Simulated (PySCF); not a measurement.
## Choosing a basis for TDDFT

Compound: p-toluidine, C7H9N.
SMILES with atom numbers: `[CH3:1][c:2]1[cH:3][cH:4][c:5]([NH2:6])[cH:7][cH:8]1` (hydrogens: H9, H10, H11 on C1; H12 on C3; H13 on C4; H14, H15 on N6; H16 on C7; H17 on C8)

TDDFT with PBE0 (PySCF), vertical singlets, core orbitals frozen in the response, spherical d and f functions. Isolated species at its PBE0-D3(BJ)/def2-SVP geometry, gas phase.

Problem. Compare 6-31G*, def2-SVP, 6-31+G*, def2-SVPD and aug-cc-pVDZ for this molecule.

Solution. 

```
      basis  functions  diffuse  S1 (eV)  S2 (eV)  S3 (eV)  S4 (eV)  S5 (eV)  LUMO (eV)  α (au)
     6-31G*        130       no     4.87     5.75     6.70     6.89     7.03       0.45    76.9
   def2-SVP        157       no     4.78     5.67     6.21     6.78     6.81       0.16    81.0
    6-31+G*        162      yes     4.66     4.82     5.36     5.48     5.52      -0.02    89.5
  def2-SVPD        232      yes     4.65     5.36     5.55     5.88     6.15      -0.09    92.9
aug-cc-pVDZ        265      yes     4.59     4.59     5.08     5.22     5.30      -0.14    95.6
```

States are compared by their number. Against the largest diffuse basis here (aug-cc-pVDZ, itself not a converged limit), sets without diffuse functions differ by up to 0.28 eV in S1 and 1.74 eV in S5; the smaller diffuse sets differ by up to 0.08 and 0.85 eV. State by state, the largest deviation of a set without diffuse functions is S1 0.28, S2 1.16, S3 1.63, S4 1.67, S5 1.74 eV. The same number needn't mean the same state in each row. Against aug-cc-pVDZ the polarisability deviates by -20% in 6-31G*, -15% in def2-SVP, -6% in 6-31+G*, -3% in def2-SVPD. A single + in a Pople set puts diffuse functions on heavy atoms only.
